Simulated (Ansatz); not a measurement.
Ansatz (an electronic-structure program) input file for C₁₂H₈, SMILES c1cc2c(-c3c-2cccc3)cc1, CAM-B3LYP/def2-SVPD. Coordinates come from a B3LYP-D3(BJ)/def2-SVP optimisation.

Ansatz 0.2 input:
```yaml
crystal:
  periodic: [false, false, false]
  atoms:
    - {symbol: C, position_ang: [0.00000000, -0.69596669, 3.12723677]}
    - {symbol: C, position_ang: [0.00000000, 0.69596669, 3.12723677]}
    - {symbol: C, position_ang: [0.00000000, 1.44744575, 1.91934837]}
    - {symbol: C, position_ang: [0.00000000, 0.71448237, 0.75591611]}
    - {symbol: C, position_ang: [0.00000000, -0.71448236, 0.75591611]}
    - {symbol: C, position_ang: [0.00000000, -1.44744575, 1.91934838]}
    - {symbol: C, position_ang: [0.00000000, -0.71448237, -0.75591611]}
    - {symbol: C, position_ang: [0.00000000, -1.44744575, -1.91934837]}
    - {symbol: C, position_ang: [0.00000000, -0.69596669, -3.12723677]}
    - {symbol: C, position_ang: [0.00000000, 0.69596669, -3.12723677]}
    - {symbol: C, position_ang: [0.00000000, 1.44744575, -1.91934838]}
    - {symbol: C, position_ang: [0.00000000, 0.71448236, -0.75591611]}
    - {symbol: H, position_ang: [0.00000000, -1.22703211, 4.08227216]}
    - {symbol: H, position_ang: [0.00000000, 1.22703212, 4.08227216]}
    - {symbol: H, position_ang: [0.00000000, 2.53925572, 1.93938473]}
    - {symbol: H, position_ang: [0.00000000, -2.53925571, 1.93938473]}
    - {symbol: H, position_ang: [0.00000000, -2.53925572, -1.93938473]}
    - {symbol: H, position_ang: [0.00000000, -1.22703212, -4.08227216]}
    - {symbol: H, position_ang: [0.00000000, 1.22703211, -4.08227216]}
    - {symbol: H, position_ang: [0.00000000, 2.53925571, -1.93938473]}
basis:
  gaussian:
    orbitals: def2-SVPD
hamiltonian:
  xc: {name: CAM-B3LYP}
```

Output:

```
WARN ansatz: RAYON_NUM_THREADS=2 ignored (pool sized by the plan → 2); use --threads N
Functional definition: CAM-B3LYP
integrals: 0.53 GiB planned
2540 factors; their error is unknown
integrals: 0.55 GiB planned
887 factors; integrals over basis functions are off by at most 8.1e-6 eV
mean field: 3.05 GiB planned
mean field evaluation 1: about -12549.9009 eV, gradient 5.0e1 eV
mean field evaluation 2: about -12553.0373 eV, gradient 3.8e1 eV
mean field evaluation 4: about -12556.7058 eV, gradient 2.1e0 eV
mean field evaluation 8: about -12556.7209 eV, gradient 3.7e-2 eV
mean field evaluation 16: about -12556.5689 eV, gradient 1.3e-4 eV
integrals: 1.41 GiB planned
a density is far from that of the atoms, so the factors are made again for it
3080 factors; integrals over basis functions are off by at most 9.2e-4 eV
887 factors; integrals over basis functions are off by at most 8.1e-6 eV
mean field: 3.78 GiB planned
mean field -12556.56903509 eV, -461.4454008914 hartree, gradient 2.4e-5 eV, S^2 0.000000; 0 other end points of the search recorded, 0 dependent functions left out
reference -12556.56921056 eV, -461.4454073399 hartree; 40, 40 occupied and 264, 264 virtual orbitals, 3080 factors
Total energy: -12556.56921056 eV, -461.4454073399 hartree
```

The calculation finished and met its thresholds.
